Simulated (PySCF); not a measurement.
Computed properties of C2H7AlO2Si, SMILES [OH][Al]([OH])/[CH]=C/[SiH3]

C2H7AlO2Si, SMILES [OH][Al]([OH])/[CH]=C/[SiH3]. Geometry: r2SCAN-D4/def2-SVP. The structure was generated by enumeration; whether it is a known compound was not checked. The values are those of a single conformer. All values are computed for the isolated molecule unless a solvent is named; none is compared with measurement here.

**Structure.** The optimised structure has Cs symmetry. All 33 harmonic modes at r2SCAN-D4/def2-SVP (PySCF) are real, so it is a minimum. With heavy atoms numbered as in [SiH3:1]/[CH:2]=[CH:3]/[Al:4]([OH:5])[OH:6], the shortest bond between them is C2–C3 at 1.355 Å and the longest C3–Al4 at 1.935 Å.

**Vibrations.** The strongest infrared lines (harmonic, unscaled, degenerate partners summed) lie at 438 cm⁻¹ (326 km/mol, H 86 %, O 12 %), 849 cm⁻¹ (308 km/mol, Al 39 %, O 34 %, H 17 %, C 9 %), 345 cm⁻¹ (281 km/mol, H 84 %, O 15 %). The softest mode is at 59 cm⁻¹ and the zero-point energy is 52.6 kcal/mol.

**Electronic structure.** PBE0/def2-TZVP (PySCF) places the frontier levels at -7.88 and -1.13 eV, a gap of 6.75 eV, and gives a dipole moment of 2.64 D and a mean polarisability of 82.5 bohr³. PBE/def2-TZVP (PySCF) at the same geometry gives -6.66 and -2.05 eV, so its gap is 2.14 eV narrower. An orbital gap is neither the optical nor the fundamental gap.

**Excitations.** TDA-ωB97X/def2-SVPD (PySCF) has S1 at 5.48 eV (226 nm, f = 0.001, dark); the most intense of the 10 singlets computed lies at 6.80 eV (f = 0.71). T1 (TDA) is at 3.95 eV, 1.53 eV under S1. TDA-PBE/def2-SVPD (PySCF) puts S1 at 4.99 eV. No vertical singlet excitation falls in the visible range (under 3.1 eV).

**NMR.** GIAO shifts at KT2/pcSseg-1 (PySCF) (non-relativistic, atoms alike by connectivity averaged): ¹³C from 149.1 to 158.4 ppm against TMS; ¹H from 1.8 to 7.7 ppm against TMS; ²⁹Si at -66.8 ppm against TMS.
